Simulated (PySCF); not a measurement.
# Reading the logs of faulty runs: BGeH6NSi

Calculated results; nothing here was measured. They come from PySCF 2.14.0, an open-source quantum chemistry program, on an isolated molecule that a program drew, which may never have been made. The molecule is BGeH6NSi (charge 0, singlet), drawn as the SMILES string `N[BH][GeH2][SiH]`.

Each row is a Hartree-Fock (HF) and frozen-core CCSD(T) single point in the cc-pV(D+d)Z basis, meant for a local HF minimum. Run 1 is clean. Each other run has one planted mistake out of seven kinds, and not every kind appears here: one electron removed, one electron added, multiplicity raised by two, geometry at a saddle point, minimal basis STO-3G, one bond length entered in bohr, all coordinates scaled. The reference is restricted for singlets and unrestricted otherwise, and also for a bond in bohr. Adding or removing an electron swaps singlet and doublet. Electrons count all cores. HOMO and LUMO are orbital energies over both spins, the gradient is its largest component, and the lowest frequency (negative if imaginary) is given only where the gradient is small. Bond lengths are over the 9 bonds as drawn. T1 is the CCSD diagnostic: over 0.02 (restricted) or 0.045 (unrestricted) a single reference is doubtful. Germanium has the cc-pVDZ-PP basis, with a core potential (ECP10MDF) in place of its 10 inner electrons, and its 3s, 3p and 3d shells are frozen in CCSD(T).

Geometry of the clean run:
```xyz
10
BGeH6NSi, angstrom
N    -3.4984   -0.4771   -1.4516
B    -2.4144    0.0442   -0.7626
Ge   -0.4847    0.0015   -1.5794
Si    0.2859    2.2365   -2.2547
H    -4.4301   -0.4562   -1.0890
H    -3.4280   -0.9172   -2.3458
H    -2.6123    0.5470    0.3120
H     0.5117   -0.6082   -0.5743
H    -0.4472   -0.9035   -2.8343
H    -0.7603    2.3343   -3.3500
```

| run | electrons | basis functions | <S^2> | HOMO (eV) | LUMO (eV) | gradient (hartree/bohr) | lowest frequency (cm^-1) | mean bond (Å) | longest bond (Å) | T1 | HF (hartree) | CCSD(T) (hartree) | mistake |
|---|---|---|---|---|---|---|---|---|---|---|---|---|---|
| 1 | 64 | 104 | 0.000 | -8.14 | 0.29 | 2.1e-05 | 44 | 1.5277 | 2.459 | 0.0167 | -664.91823 | -665.43011 | no fault |
| 2 | 65 | 104 | 0.768 | -1.48 | 7.08 | 1.9e-02 | - | 1.5277 | 2.459 | 0.0168 | -664.93902 | -665.45908 | one electron added |
| 3 | 64 | 104 | 0.000 | -8.17 | 0.15 | 4.3e-02 | - | 1.6102 | 2.592 | 0.0180 | -664.89595 | -665.41557 | all coordinates scaled |
| 4 | 64 | 104 | 2.013 | -7.88 | 0.15 | 2.3e-02 | - | 1.5277 | 2.459 | 0.0190 | -664.90645 | -665.39823 | ? |
| 5 | 64 | 104 | 1.209 | -8.58 | 0.38 | 2.5e-02 | - | 1.6265 | 2.459 | 0.0873 | -664.77643 | -665.28654 | ? |

**Which mistake was planted in run 4, and what did it cost?**

Electrons, basis and geometry are unchanged, and <S^2> is 2.013, beside S(S+1) = 2.00 for a multiplicity of 3. So the mistake is: multiplicity raised by two. Subtracting run 1 and multiplying by 627.51 kcal/mol a hartree, the energy moved by 7.4 kcal/mol in HF and 20.0 kcal/mol in CCSD(T).

**Which mistake was planted in run 5, and what did it cost?**

The mean bond changes by a factor of 1.065 and the longest by 1.000, so the molecule wasn't scaled as a whole. A length L in bohr read as angstrom grows by (1/0.5292 - 1) L = 0.890 L. The 9 bonds together grew by 9 x 0.0988 = 0.889 Å, which gives L = 0.999 Å. That is the length of one of the H-N bonds, 1.000 Å in the clean geometry. So the mistake is: one bond length entered in bohr. Subtracting run 1 and multiplying by 627.51 kcal/mol a hartree, the energy moved by 89.0 kcal/mol in HF and 90.1 kcal/mol in CCSD(T).

Cautions from the logs. Run 5: T1 is over the limit, so its CCSD(T) energy is less reliable.
